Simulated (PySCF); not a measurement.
# Electronic structure of Ni²⁺ (nickel, charge +2) at the M06-L level

Configuration: [Ar] 3d8, high-spin 3F determinant. All numbers are calculated (PySCF 2.14, scalar relativity by spin-free X2C-1e, in x2c-TZVPall).

```json
{
  "Total energy": "-1519.533 hartree",
  "One-electron energy": "-2088.736 hartree",
  "Hartree (Coulomb) energy": "632.600 hartree",
  "Exchange-correlation energy": "-63.397 hartree",
  "⟨S²⟩": "2.0032",
  "⟨L²⟩": "12.009",
  "Sum of ⟨r⟩": "15.70 bohr",
  "Sum of ⟨r²⟩": "15.57 bohr²",
  "Langevin diamagnetic susceptibility": "-12.3 ×10⁻⁶ cm³/mol",
  "Time after the integrals": "2.1 s of wall time on 1 thread of Neoverse-N1 (shared host)"
}
```

```
shell  electrons  mean orbital energy (hartree)  spread (hartree)  rms radius, mean of both spins (bohr)
 1s α          1                     -303.09131                 0                                 0.0624
 1s β          1                     -303.09039                 0                                 0.0624
 2s α          1                      -37.21525                 0                                  0.265
 2s β          1                      -37.15977                 0                                  0.265
 2p α          3                      -32.00923                 0                                  0.238
 2p β          3                      -31.96821                 0                                  0.238
 3s α          1                       -5.01486                 0                                  0.793
 3s β          1                       -4.85104                 0                                  0.793
 3p α          3                       -3.48075                 0                                  0.846
 3p β          3                       -3.33288                 0                                  0.846
 3d α          5                       -1.07260           0.03884                                   1.09
 3d β          3                       -1.00148                 0                                   1.09
```

Densities and radii are taken from the X2C orbitals without a picture-change correction, which distorts them close to the nucleus.
